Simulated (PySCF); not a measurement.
## Spinor energies of Cs⁴⁶⁺ (caesium, charge +46)

Start: [He] 2s2 2p5; 2p1/2 filled at m_j = -1/2, +1/2; 2p3/2 filled at m_j = -1/2, +1/2, +3/2. Calculated with PySCF 2.14 in an uncontracted even-tempered set (17 s from 25 bohr⁻², ratio 2.4; 13 p from 33 bohr⁻², ratio 2.4; 5 d from 120 bohr⁻², ratio 2.6; 4 f from 180 bohr⁻², ratio 2.6): generalised Hartree-Fock with the X2C-1e Hamiltonian and a Gaussian nucleus; one run each with spin-orbit coupling (SO) switched off, then screened by Boettger's factors.

```csv
spinor shell,electrons,"ε, spin-free (eV)","ε, screened SO (eV)",weight of nominal j (screened SO),"rms radius, screened SO (bohr)"
1s1/2,2,-39609.2,-39600.9,1.000,0.0298
2s1/2,2,-8892.1,-8889.7,1.000,0.118
2p1/2,2,-8356.7,-8612.6,0.999,0.101
2p3/2,3,-8356.7,-8240.7,0.999,0.106
```

| quantity | spin-free | screened SO |
| --- | --- | --- |
| E (hartree) | -5489.37452 | -5495.79013 |
| M_J | 3/2 | 3/2 |
| ⟨J²⟩ | 3.750 | 3.750 |
| ⟨L²⟩ | 2.000 | 2.007 |
| ⟨S²⟩ | 0.750 | 0.757 |

Each row is a mean over spinors that exchange with the open shell spreads, by up to 45.195 eV (2s1/2).

Breit and QED terms are absent; they matter most for the inner s and p1/2 levels.

Densities and radii are taken from the X2C orbitals without a picture-change correction, which distorts them close to the nucleus.

Without spin-orbit coupling the j labels of p, d and f shells carry no meaning; the spin-free column gives the mean over the occupied spinors of each nl shell.
